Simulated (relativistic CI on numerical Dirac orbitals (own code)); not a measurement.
Zr²⁺: L2,3 absorption edge

Computed with this model: Dirac-Coulomb-Breit CI, separate exchange-only KLI orbitals for each configuration, QED by a radiative potential, valence Slater integrals scaled by 0.7, multiplet model of core-to-valence dipole absorption; configurations [Kr] 4d2 → [He] 2s2 2p5 3s2 3p6 3d10 4s2 4p6 4d3; 300 K; Lorentzian 0.96 eV and Gaussian 0.5 eV FWHM. Energies are those of the free ion, without screening or charge transfer. The branching ratio is the share of the lower-energy edge in the whole absorption, uncertain by about 0.02 where the edges overlap. S is read from ⟨S²⟩ = S(S + 1).

Field parameters in Wybourne normalisation: Oh B⁴₀ = 21Dq, B⁴₄ = √(5/14) B⁴₀. The field is a parameter set, without covalency.

Peaks in eV (height, largest 100): 2226.0 (100), 2307.8 (18), 2309.7 (43).

Q: Which surroundings give this spectrum?
A. Oh, 10Dq = 16550 cm⁻¹
B. Oh, 10Dq = 4700 cm⁻¹
C. Oh, 10Dq = 10650 cm⁻¹
D. free ion

A: A. Oh, 10Dq = 16550 cm⁻¹, where the ground state has S = 1.00.
